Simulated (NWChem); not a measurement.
Program: NWChem. System: H3NOSn, charge 0, spin multiplicity 1, at a geometry optimised with PBE/def2-SVP with def2 effective core potentials on Sn. The structure started from a generated list of species. Level: CCSD(T)/def2-SVPD with def2 effective core potentials on Sn, 6 core orbitals frozen.

Input file:

```
start mol
memory heap 100 mb stack 700 mb global 1900 mb
geometry units angstroms nocenter noautoz
  Sn    -0.021651    -0.385709     0.000000
  O     -1.537125     0.970235     0.000000
  H     -1.218847     1.894003     0.000000
  N      1.522041     0.986159     0.000000
  H      1.432738     2.007940     0.000000
  H      2.511369     0.718526     0.000000
  symmetry group Cs
end
basis spherical
  * library def2-svpd
end
ecp
  Sn library def2-ecp
end
scf
  rhf
  nopen 0
  maxiter 100
  thresh 1e-7
  semidirect memsize 60000000 filesize 0
end
tce
  freeze core 6
  ccsd(t)
  2eorb
  2emet 13
  thresh 1e-6
  maxiter 100
  tilesize 24
end
task tce energy
```

NWChem printed:

```
             Northwest Computational Chemistry Package (NWChem) 7.3.0
             --------------------------------------------------------

                                NWChem Input Module
                                -------------------

 Scaling coordinates for geometry "geometry" by  1.889725989
 (inverse scale =  0.529177249)

 Turning off AUTOSYM since
 SYMMETRY directive was detected!

                             Geometry "geometry" -> ""
                             -------------------------

 Output coordinates in angstroms (scale by  1.889725989 to convert to a.u.)

  No.       Tag          Charge          X              Y              Z
 ---- ---------------- ---------- -------------- -------------- --------------
    1 Sn                  50.0000    -0.02165100    -0.38570900     0.00000000
    2 O                    8.0000    -1.53712500     0.97023500     0.00000000
    3 H                    1.0000    -1.21884700     1.89400300     0.00000000
    4 N                    7.0000     1.52204100     0.98615900     0.00000000
    5 H                    1.0000     1.43273800     2.00794000     0.00000000
    6 H                    1.0000     2.51136900     0.71852600     0.00000000

 Effective nuclear repulsion energy (a.u.)     248.6378179240

            Nuclear Dipole moment (a.u.)
            ----------------------------
        X                 Y               Z
 ---------------- ---------------- ----------------
    -0.0000056692     0.0000226767     0.0000000000

      Symmetry information
      --------------------

 Group name             Cs
 Group number              2
 Group order               2
 No. of unique centers     6

      Symmetry unique atoms

     1    2    3    4    5    6


 Summary of "ao basis" -> "" (spherical)
 ------------------------------------------------------------------------------
       Tag                 Description            Shells   Functions and Types
 ---------------- ------------------------------  ------  ---------------------
 *                         def2-svpd                  on all atoms

 Summary of "ao basis" -> "ao basis" (spherical)
 ------------------------------------------------------------------------------
       Tag                 Description            Shells   Functions and Types
 ---------------- ------------------------------  ------  ---------------------
 Sn                        def2-svpd                12       32   5s4p3d
 O                         def2-svpd                 9       23   4s3p2d
 H                         def2-svpd                 4        8   2s2p
 N                         def2-svpd                 8       20   4s2p2d

                                 NWChem SCF Module
                                 -----------------

  ao basis        = "ao basis"
  functions       =    99
  atoms           =     6
  closed shells   =    20
  open shells     =     0
  charge          =   0.00
  wavefunction    = RHF
  use symmetry    = T
  symmetry adapt  = T

 Summary of "ao basis" -> "ao basis" (spherical)
 ------------------------------------------------------------------------------
       Tag                 Description            Shells   Functions and Types
 ---------------- ------------------------------  ------  ---------------------
 Sn                        def2-svpd                12       32   5s4p3d
 O                         def2-svpd                 9       23   4s3p2d
 H                         def2-svpd                 4        8   2s2p
[...]
 -----------   ------   -------------------------------------------------------
    1 Sn  22    20.92   1.60  0.43  1.13  0.57  0.03  3.27  2.73  0.77  0.31  9.79  0.31  0.00
    2 O    8     8.96   1.99  1.05  0.75  0.14  2.78  2.03  0.20  0.01 -0.00
    3 H    1     0.77   0.68  0.02  0.06  0.02
    4 N    7     7.27   1.99  0.95  0.51 -0.19  2.34  1.70  0.01 -0.03
    5 H    1     1.04   0.72  0.14  0.05  0.12
    6 H    1     1.03   0.73  0.15  0.05  0.11

       Multipole analysis of the density wrt the origin
       ------------------------------------------------

     L   x y z        total         open         nuclear
     -   - - -        -----         ----         -------
     0   0 0 0     -0.000000      0.000000     40.000000

     1   1 0 0      0.945219      0.000000      1.145599
     1   0 1 0     -0.063422      0.000000     20.408784
     1   0 0 1     -0.000000      0.000000      0.000000

     2   2 0 0    -30.436944      0.000000    160.604693
     2   1 1 0      1.257682      0.000000      4.043869
     2   1 0 1      0.000000      0.000000      0.000000
     2   0 2 0    -25.454506      0.000000     91.943251
     2   0 1 1     -0.000000      0.000000      0.000000
     2   0 0 2    -27.065281      0.000000      0.000000

                   NWChem Extensible Many-Electron Theory Module
                   ---------------------------------------------


            General Information
            -------------------
      Number of processors :     1
         Wavefunction type : Restricted Hartree-Fock
          No. of electrons :    40
           Alpha electrons :    20
            Beta electrons :    20
           No. of orbitals :   198
            Alpha orbitals :    99
             Beta orbitals :    99
        Alpha frozen cores :     6
         Beta frozen cores :     6
     Alpha frozen virtuals :     0
      Beta frozen virtuals :     0
         Spin multiplicity : singlet
    Number of AO functions :    99
       Number of AO shells :    41
        Use of symmetry is : on
      Symmetry adaption is : on
         Schwarz screening : 0.10D-09

          Correlation Information
          -----------------------
          Calculation type : Coupled-cluster singles & doubles w/ perturbation
   Perturbative correction : (T)
            Max iterations :      100
        Residual threshold : 0.10D-05
     T(0) DIIS level shift : 0.00D+00
     L(0) DIIS level shift : 0.00D+00
     T(1) DIIS level shift : 0.00D+00
     L(1) DIIS level shift : 0.00D+00
     T(R) DIIS level shift : 0.00D+00
     T(I) DIIS level shift : 0.00D+00
   CC-T/L Amplitude update :  5-th order DIIS
                I/O scheme : Global Array Library
        L-threshold :  0.10D-05
        EOM-threshold :  0.10D-05
 no EOMCCSD initial starts read in
 TCE RESTART OPTIONS
 SLICE:      F
 D4D5:       F
 quantumc:   F
 qrotation:  F
 pwtce:      F
 qducc:      F
 nacto:                         0
 nrotv:                         0
 nrot:                          0

            Memory Information
            ------------------
          Available GA space size is     249026999 doubles
          Available MA space size is     104847260 doubles

 Maximum block size supplied by input
 Maximum block size        24 doubles

 tile_dim =     24

 -------------------------------------------------
   1    alpha     a'    10 doubles       0       1
   2    alpha     a"     4 doubles      10       2
   3    beta      a'    10 doubles      14       1
   4    beta      a"     4 doubles      24       2
   5    alpha     a'    18 doubles      28       5
   6    alpha     a'    18 doubles      46       6
   7    alpha     a'    19 doubles      64       7
   8    alpha     a"    24 doubles      83       8
   9    beta      a'    18 doubles     107       5
  10    beta      a'    18 doubles     125       6
  11    beta      a'    19 doubles     143       7
  12    beta      a"    24 doubles     162       8

 Global array virtual files algorithm will be used

 Parallel file system coherency ......... OK

 4-electron integrals stored in orbital form

 v2    file size   =          8178139
 4-index algorithm nr.  13 is used
 imaxsize =       30
 imaxsize ichop =        0


CCSD iterations
 ---------------------------------------------------------
 Iter          Residuum       Correlation     Cpu    Wall
 ---------------------------------------------------------
    1   0.1658720402621  -0.4988999844664     0.5     0.5
    2   0.0474842869488  -0.5039683726852     0.5     0.5
    3   0.0172252101545  -0.5144929273352     0.5     0.5
    4   0.0083006000872  -0.5156823871285     0.5     0.5
    5   0.0035775593852  -0.5168927337364     0.5     0.5
    6   0.0013660393740  -0.5173470426311     0.5     0.5
    7   0.0008366648892  -0.5174094896542     0.5     0.5
    8   0.0004398107544  -0.5174262753193     0.5     0.5
    9   0.0003212528777  -0.5174264173869     0.5     0.5
   10   0.0001850918446  -0.5174400582754     0.5     0.5
   11   0.0000436457040  -0.5174493731731     0.5     0.5
   12   0.0000213956817  -0.5174509395774     0.5     0.5
   13   0.0000131263035  -0.5174508867257     0.5     0.5
   14   0.0000082340638  -0.5174508832146     0.5     0.5
   15   0.0000054627500  -0.5174507526448     0.5     0.5
   16   0.0000019871369  -0.5174505609000     0.5     0.5
   17   0.0000011311292  -0.5174506832940     0.5     0.5
   18   0.0000006708015  -0.5174507127434     0.5     0.5
 -----------------------------------------------------------------
 Iterations converged
 CCSD correlation energy / hartree =        -0.517450712743414
 CCSD total energy / hartree       =      -344.863542314282881

 Singles contributions

 Doubles contributions
 CCSD(T)
 Using plain CCSD(T) code
             total no. of tasks          160
 total no. of tasks / no. procs          160
                         wl_min       497664           8.9
                         wl_max     10944000          14.9
        thresh for no. of tasks          160

 CCSD[T]  correction energy / hartree =        -0.020186388314475
 CCSD[T] correlation energy / hartree =        -0.537637101057889
 CCSD[T] total energy / hartree       =      -344.883728702597352
 CCSD(T)  correction energy / hartree =        -0.018441945824940
 CCSD(T) correlation energy / hartree =        -0.535892658568353
 CCSD(T) total energy / hartree       =      -344.881984260107799

 Task  times  cpu:       48.7s     wall:       48.7s

 Total times  cpu:       48.7s     wall:       48.7s
```
